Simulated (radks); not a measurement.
Problem. All-electron atom: the palladium ion Pd2+ in [Kr] 4d8 (the NIST ground configuration). All-electron calculation, Dirac Kohn-Sham, PBE, spin-unpolarised, spherical densities, finite nucleus; open shells are shared between the two j in proportion to 2j + 1; Fermi nuclear charge, rms radius 4.5318 fm. Program: a radial shooting solver on a logarithmic mesh with Libxc functionals. Some entries of the table are withheld. Estimate them.

| orbital | occ. | eigenvalue (hartree) | <r^2> (bohr^2) | <r> (bohr) |
|---|---|---|---|---|
| 1s1/2 | 2 | -888.4880 | 0.001371 | (1) |
| 2s1/2 | 2 | -130.4906 | 0.02250 | 0.1380 |
| 2p1/2 | 2 | (2) | 0.01685 | 0.1171 |
| 2p3/2 | 4 | (3) | 0.01818 | 0.1221 |
| 3s1/2 | 2 | -24.29385 | 0.1645 | 0.3790 |
| 3p1/2 | 2 | -20.58988 | 0.1603 | 0.3712 |
| 3p3/2 | 4 | -19.56882 | 0.1695 | 0.3820 |
| 3d3/2 | 4 | -13.01150 | 0.1510 | (4) |
| 3d5/2 | 6 | -12.80791 | 0.1538 | (5) |
| 4s1/2 | 2 | -4.05781 | 1.006 | 0.9425 |
| 4p1/2 | 2 | -2.90923 | 1.175 | 1.013 |
| 4p3/2 | 4 | -2.74356 | 1.246 | 1.043 |
| 4d3/2 | 3.2 | -1.01569 | 2.226 | (6) |
| 4d5/2 | 4.8 | -0.99634 | 2.281 | (7) |

Solution. 
(1) 1s1/2 <r> (bohr): 0.03185
(2) 2p1/2 eigenvalue (hartree): -121.1062
(3) 2p3/2 eigenvalue (hartree): -115.2485
(4) 3d3/2 <r> (bohr): 0.3556
(5) 3d5/2 <r> (bohr): 0.3591
(6) 4d3/2 <r> (bohr): 1.364
(7) 4d5/2 <r> (bohr): 1.380
